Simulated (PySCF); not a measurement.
**`[C@H]1(C#N)CC[C@@H]1[SiH2]O`, C₅H₉NOSi**

Molfile (atoms numbered from 1):
```
C5H9NOSi
     RDKit          3D

 17 17  0  0  0  0  0  0  0  0999 V2000
   -0.5651    3.2463    1.1483 N   0  0  0  0  0  0  0  0  0  0  0  0
   -0.6321    2.1350    0.8802 C   0  0  0  0  0  0  0  0  0  0  0  0
   -0.6931    0.7592    0.4975 C   0  0  1  0  0  0  0  0  0  0  0  0
   -1.6389    0.4185   -0.6729 C   0  0  0  0  0  0  0  0  0  0  0  0
   -0.5028   -0.3579   -1.3478 C   0  0  0  0  0  0  0  0  0  0  0  0
    0.5029    0.2536   -0.3532 C   0  0  2  0  0  0  0  0  0  0  0  0
    1.7412   -0.8910    0.5090 Si  0  0  0  0  0  4  0  0  0  0  0  0
    0.7778   -1.9723    1.2508 O   0  0  0  0  0  0  0  0  0  0  0  0
   -0.8734    0.1393    1.3780 H   0  0  0  0  0  0  0  0  0  0  0  0
   -1.9401    1.3047   -1.2302 H   0  0  0  0  0  0  0  0  0  0  0  0
   -2.5253   -0.1526   -0.4036 H   0  0  0  0  0  0  0  0  0  0  0  0
   -0.6079   -1.4344   -1.2289 H   0  0  0  0  0  0  0  0  0  0  0  0
   -0.3287   -0.1334   -2.3983 H   0  0  0  0  0  0  0  0  0  0  0  0
    1.0231    1.1008   -0.8040 H   0  0  0  0  0  0  0  0  0  0  0  0
    2.5326   -0.1525    1.4923 H   0  0  0  0  0  0  0  0  0  0  0  0
    2.5963   -1.5484   -0.4798 H   0  0  0  0  0  0  0  0  0  0  0  0
    1.1265   -2.7029    1.7526 H   0  0  0  0  0  0  0  0  0  0  0  0
  1  2  3  0
  2  3  1  0
  3  4  1  0
  4  5  1  0
  5  6  1  0
  6  7  1  0
  7  8  1  0
  6  3  1  0
  3  9  1  1
  4 10  1  0
  4 11  1  0
  5 12  1  0
  5 13  1  0
  6 14  1  6
  7 15  1  0
  7 16  1  0
  8 17  1  0
M  END
```

Computed with TDDFT B3LYP/def2-SVPD circular dichroism and optical rotation, one conformer, gas phase (PySCF 2.14.0). Geometry: GFN2-xTB.

The molecule is flexible and this is one conformer; a measurement averages over conformers.

Task: Draw the ECD and absorption spectra from the lowest 12 states, each a Gaussian of half-width 0.2 eV at 1/e height.

Result: 
```csv
E (eV),λ (nm),Δε (L mol⁻¹ cm⁻¹),ε (L mol⁻¹ cm⁻¹)
6.25,198,+0.03,2.97
6.40,194,+0.79,72.1
6.55,189,+6.21,567
6.70,185,+15.76,1450
6.85,181,+12.13,1210
7.00,177,+0.68,432
7.15,173,+3.25,960
7.30,170,+19.65,3360
7.45,166,+12.79,4840
7.60,163,-15.42,4380
7.75,160,-19.95,6890
7.90,157,-13.46,9160
```
Δε uses R in velocity form, ε uses f in length form. Only the states computed contribute, so the short-wavelength end is incomplete.
